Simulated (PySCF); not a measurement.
Bond curve of GeO⁺

Set-up: Ge cc-pVTZ-PP with ECP10, O cc-pVTZ; scalar-relativistic core potentials (PySCF 2.14). Energies in eV from Ge⁺ + O in their ground configurations at the same level. State: ²Π (doublet), unpaired electrons π ↑.

All columns are PBE0. A positive dipole points towards O; it is taken about the centre of mass and depends on that origin.

| R (Å) | E (eV) | μ (D) | Mulliken charge on Ge (basis-dependent) | HOMO (eV) | LUMO (eV) | Mayer bond order | ⟨S²⟩ |
| --- | --- | --- | --- | --- | --- | --- | --- |
| 1.526 | -2.506 | -1.03 | 1.04 | -16.62 | -14.22 | 1.46 | 0.75 |
| 1.597 | -3.223 | -1.35 | 1.07 | -16.62 | -13.68 | 1.43 | 0.75 |
| 1.668 | -3.613 | -1.66 | 1.09 | -16.57 | -13.18 | 1.40 | 0.75 |
| 1.721 | -3.749 | -1.90 | 1.11 | -16.50 | -12.83 | 1.38 | 0.75 |
| 1.774 | -3.785 | -2.13 | 1.13 | -16.41 | -12.52 | 1.36 | 0.76 |
| 1.827 | -3.746 | -2.35 | 1.14 | -16.29 | -12.23 | 1.34 | 0.76 |
| 1.898 | -3.608 | -2.64 | 1.16 | -15.85 | -11.89 | 1.32 | 0.76 |
| 1.987 | -3.339 | -2.97 | 1.18 | -15.34 | -11.54 | 1.29 | 0.76 |
| 2.093 | -2.937 | -3.33 | 1.19 | -14.79 | -11.25 | 1.27 | 0.77 |
| 2.235 | -2.343 | -3.70 | 1.19 | -14.15 | -11.02 | 1.24 | 0.81 |

A fit through these points gives, at Re = 1.771 Å, μ = -2.11 D and dμ/dR = -4.28 D/Å; the reduced mass is 13.15 u.

**Question.** How strong is the fundamental in the double-harmonic approximation, I = 42.26·(dμ/dR)²/μred km/mol?

**Answer.** I = 42.26·(-4.28)²/13.15 = 58.9 km/mol at PBE0.

Spin–orbit coupling is left out. For an ion De counts to the pair picked by the measured ionisation energies or electron affinities, which need not be the lowest pair at this level. The state is the lowest determinant that a PBE0 search found; another state may lie lower at other levels.
